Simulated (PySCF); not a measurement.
These are ωB97X-D3(BJ)/def2-TZVP // PBE0-D3(BJ)/def2-TZVP in PySCF 2.14.0 values and carry that method's errors. Isolated molecules, 0 K electronic values unless said otherwise. 

Reference species (SMILES): `B(I)(I)I` (neutral, multiplicity 1).

```
Property       Result
-------------  ------
dipole moment  0.00 D
```

Changed species: `B` (whole molecule; the reference has whole molecule).

Task: What does the change do to the dipole moment?

Result: the dipole moment hardly moves.
